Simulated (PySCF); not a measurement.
The 26-electron isoelectronic series, spin-free X2C

All values are computed (PySCF 2.14, energy differences of UHF-based or UKS calculations, no spin-orbit coupling). Each ion has its own even-tempered basis scaled to its charge (18s13p7d4f3g for the first); frozen: [Ne]. Ionisation energies in eV.

```tsv
ion	configuration	UHF	LDA	PBE	PBE0	r2SCAN	MP2 (outer shells)	NIST (with spin-orbit, Breit and QED)
Hf(46+)	[Ar] 3d8 (3F)	4007.4	4007.5	4007.5	4008.0	4009.4	4008.9	3984 ± 4 (t)
W(48+)	[Ar] 3d8 (3F)	4330.6	4330.5	4330.6	4331.1	4332.6	4332.0	4309 ± 4 (s)
Re(49+)	[Ar] 3d8 (3F)	4496.9	4496.8	4496.8	4497.4	4498.9	4498.4	4468 ± 4 (t)
Os(50+)	[Ar] 3d8 (3F)	4666.3	4666.1	4666.2	4666.8	4668.3	4667.8	4635 ± 4 (t)
Ir(51+)	[Ar] 3d8 (3F)	4838.9	4838.6	4838.7	4839.4	4840.9	4840.4	4806 ± 4 (t)
Pt(52+)	[Ar] 3d8 (3F)	5014.6	5014.3	5014.4	5015.0	5016.6	5016.1	4980 ± 4 (t)
Au(53+)	[Ar] 3d8 (3F)	5193.5	5193.1	5193.2	5193.9	5195.5	5195.0	5156 ± 5 (t)
Hg(54+)	[Ar] 3d8 (3F)	5375.5	5375.0	5375.2	5375.8	5377.4	5377.0	5335 ± 5 (t)
Tl(55+)	[Ar] 3d8 (3F)	5560.7	5560.2	5560.4	5561.0	5562.7	5562.2	5518 ± 5 (t)
```

Question: Interpolate the row of Ta(47+).

Answer: configuration [Ar] 3d8 (3F); UHF 4167.4; LDA 4167.5; PBE 4167.5; PBE0 4168.1; r2SCAN 4169.5; MP2 (outer shells) 4168.9; NIST (with spin-orbit, Breit and QED) 4143 ± 4 (t).

Each ion has its own basis, which adds noise of up to about 0.1 % along the series.

NIST values marked (s) are semi-empirical, (t) theoretical. Open shells are high-spin determinants of the terms that Hund's rules give; for the heavier ions, far from LS coupling, these are not the ground levels.

Spin-orbit coupling of the open shells is absent from the calculated values and included in NIST's; it grows fast with Z.
